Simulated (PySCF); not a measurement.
From a computed spectrum to the compound

A species of 13 atoms with charge 0 has these harmonic modes (PBE0, small Gaussian bases with core potentials, PySCF 2.14.0):

| cm⁻¹ | km/mol | symmetry |
| --- | --- | --- |
| 70 | 13.7 |  |
| 70 | 13.6 |  |
| 92 | 2.6 |  |
| 133 | 0.1 |  |
| 135 | 0.0 |  |
| 161 | 8.6 |  |
| 161 | 8.6 |  |
| 264 | 5.1 |  |
| 294 | 0.0 |  |
| 417 | 1.8 |  |
| 417 | 1.8 |  |
| 441 | 0.0 |  |
| 461 | 11.9 |  |
| 479 | 0.0 |  |
| 480 | 157.2 |  |
| 480 | 157.1 |  |
| 497 | 135.3 |  |
| 562 | 276.0 |  |
| 566 | 310.0 |  |
| 566 | 310.0 |  |
| 586 | 0.0 |  |
| 1513 | 46.1 |  |
| 1514 | 24.4 |  |
| 1514 | 24.4 |  |
| 1515 | 0.0 |  |
| 3546 | 37.4 |  |
| 3546 | 37.5 |  |
| 3547 | 42.9 |  |
| 3548 | 0.0 |  |
| 3641 | 8.1 |  |
| 3641 | 23.6 |  |
| 3641 | 23.6 |  |
| 3641 | 0.0 |  |

**Question.** Which species is it, and in which structure?

**Answer.** Ce(NH2)4 (singlet):
```xyz
13

Ce    0.0000    0.0000    0.0000
N     1.2748    1.2352    1.3018
H     1.2134    1.3763    2.3090
H     2.1261    1.7012    0.9866
N    -1.2748   -1.3018    1.2352
H    -2.1261   -0.9866    1.7012
H    -1.2134   -2.3090    1.3763
N     1.2748   -1.2352   -1.3018
H     2.1261   -1.7012   -0.9866
H     1.2134   -1.3763   -2.3090
N    -1.2748    1.3018   -1.2352
H    -1.2134    2.3090   -1.3763
H    -2.1261    0.9866   -1.7012
```
Ideal gas at 298.15 K and 1 bar: S = 428.3 J/(mol K), Cp = 168.5 J/(mol K), H − H(0 K) = 32.5 kJ/mol (rigid rotor, harmonic modes, spin degeneracy alone). 
 Other answers can fit too; this one was computed.
